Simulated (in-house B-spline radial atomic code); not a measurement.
Checks on a self-consistent run for Sm V (Sm4+), [Xe] 4f4. Level of theory: Dirac-Hartree-Fock, average of configuration, Fermi nucleus of rms radius 5.0819 fm; calculated with an all-electron radial atomic-structure program (B-spline basis).

| orbital | q | ε (Eh) | <1/r> | <r²> | small-component weight |
| --- | --- | --- | --- | --- | --- |
| 1s1/2 | 2 | -1733.11826 | 68.8098 | 0.000704674 | 0.053121 |
| 2s1/2 | 2 | -289.07981 | 16.3714 | 0.0110333 | 0.011696 |
| 2p1/2 | 2 | -273.40158 | 16.3094 | 0.00806916 | 0.011696 |
| 2p3/2 | 4 | -251.18763 | 14.5494 | 0.00930565 | 0.010902 |
| 3s1/2 | 2 | -66.75436 | 5.96845 | 0.0736315 | 0.0036882 |
| 3p1/2 | 2 | -59.99434 | 5.87088 | 0.0690388 | 0.003616 |
| 3p3/2 | 4 | -55.40207 | 5.43138 | 0.0760889 | 0.0034008 |
| 3d3/2 | 4 | -43.82950 | 5.28956 | 0.0613154 | 0.0032599 |
| 3d5/2 | 6 | -42.84613 | 5.1791 | 0.0632971 | 0.0031964 |
| 4s1/2 | 2 | -15.66820 | 2.47222 | 0.375042 | 0.0011419 |
| 4p1/2 | 2 | -12.99038 | 2.36578 | 0.396941 | 0.0010695 |
| 4p3/2 | 4 | -11.96303 | 2.22729 | 0.433082 | 0.001003 |
| 4d3/2 | 4 | -7.48344 | 2.00672 | 0.501931 | 0.00084197 |
| 4d5/2 | 6 | -7.29587 | 1.9706 | 0.516652 | 0.00082192 |
| 4f5/2 | 1.7143 | -2.34078 | 1.52623 | 0.838627 | 0.00052029 |
| 4f7/2 | 2.2857 | -2.31834 | 1.51391 | 0.852246 | 0.00051368 |
| 5s1/2 | 2 | -3.61661 | 0.97043 | 2.07009 | 0.0002519 |
| 5p1/2 | 2 | -2.74165 | 0.880868 | 2.47875 | 0.00021376 |
| 5p3/2 | 4 | -2.57385 | 0.834404 | 2.70848 | 0.00019674 |

Electron-electron repulsion V_ee = 3711.8176 hartree.

Question: What total energy follows from the eigenvalues?

Answer: The eigenvalues count the repulsion twice, so E = Σqε - V_ee = -6714.652 - 3711.818 = -10426.470 hartree; the run printed -10426.470.

Question: Does the Dirac virial theorem hold?

Answer: For a point nucleus E = -2c²Σq·w, with w the small-component weight. Here Σq·w = 0.27758 and c = 137.0360, so the ratio E/(-2c²Σq·w) is 1.000117; the finite nucleus accounts for the departure from 1.

Question: What diamagnetic shielding (Lamb formula) and susceptibility (Langevin formula) do the radii give?

Answer: σ = (α²/3)Σq<1/r> = 410.368/(3·137.036²) = 7284.2 ppm, and χ = -0.79199×10⁻⁶·Σq<r²> = -26.13×10⁻⁶ cm³/mol with Σq<r²> = 32.993 bohr². Both are non-relativistic formulas without the paramagnetism of open shells; for so heavy an element the full relativistic shielding is larger by tens of per cent.
